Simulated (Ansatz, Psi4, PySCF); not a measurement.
BF$_{2}$I (SMILES FB(F)I), singlet, at a GFN2-xTB geometry (core potentials on I), atoms displaced at random by about 0.03 Å a coordinate. Base run: HF/def2-SVP, gradient run with PySCF.

The PySCF input:
```python
from pyscf import gto, scf

mol = gto.Mole()
mol.atom = '''
    B    -0.986328    0.532427   -0.612376
    F    -2.158885    0.045056   -0.600927
    F    -0.879482    1.784568   -1.114230
    I     0.572626   -0.403608    0.349884
'''
mol.basis = 'def2-svp'
mol.ecp = {'I': 'def2-svp'}
mol.charge = 0
mol.spin = 0
mol.verbose = 4
mol.build()

mf = scf.RHF(mol)
mf.kernel()
g = mf.nuc_grad_method()
grad = g.kernel()
```

Programs used: Ansatz (a quantum-chemistry and plane-wave program), Psi4, PySCF; a row that names a program was run with it.

The coordinate followed is y of atom 1.

Each row names what was changed in the base input (with any setting that the change needs).

```csv
change,dE/dx (Eh/bohr),net force (Eh/bohr)
base,-0.068240,0.000000
finite difference step (bohr) = 1e-3; conv_tol = 1e-11,-0.068242,-
finite difference step (bohr) = 0.01; conv_tol = 1e-11,-0.068225,-
code = ansatz,-0.068243,0.000000
conv_tol = 1e-11,-0.068242,0.000000
density fitting = on; auxbasis_response = off,-0.068253,0.000204
conv_tol = 1e-6,-0.068245,0.000000
density fitting = on,-0.068244,0.000000
conv_tol = 1e-4,-0.067975,0.000000
code = psi4,-0.068245,0.000000
finite difference step (bohr) = 1e-5; conv_tol = 1e-11,-0.068242,-
finite difference step (bohr) = 0.2; conv_tol = 1e-11,-0.061508,-
```

The net force is zero for an exact gradient.
